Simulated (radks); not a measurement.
Values are calculated unless marked as measured or tabulated.
These are the eigenvalues of the occupied orbitals of an atom or ion with whole-number occupations (Ry). Level of theory: scalar-relativistic Kohn-Sham, SCAN, spin-polarised, spherical densities, finite nucleus; meta-GGA in the generalised Kohn-Sham scheme; Fermi nuclear charge, rms radius of each element as measured or else 0.836 A^(1/3) + 0.57 fm (a radial shooting solver on a logarithmic mesh with Libxc functionals).

orbital  eigenvalue
1s up     -1953.929
1s down   -1953.926
2s down   -291.7795
2s up     -291.7794
2p up     -261.6140
2p down   -261.6134
3s up     -55.37620
3s down   -55.37493
3p up     -45.39053
3p down   -45.38893
3d up     -29.83241
3d down   -29.83098
4s down    -8.66753
4s up      -8.66652
4p down    -5.72840
4p up      -5.72658
4d up      -1.54167
4d down    -1.52194
5s up      -1.02142

Which element is it, and in what charge state? The configuration may be excited. Open shells, if any, are filled with parallel spins first.

Answer. Z = 48, cadmium, charge +1: Cd+ in [Kr] 4d10 5s1. The list shows which subshells hold electrons but not how many an open one holds; the 1s level, -976.96 hartree, gives Z - s = 44.2 by -(Z - s)^2/2, which with screening and relativity narrows Z to a few neighbours, and the depths of the outer levels then fix element, charge and occupations together.
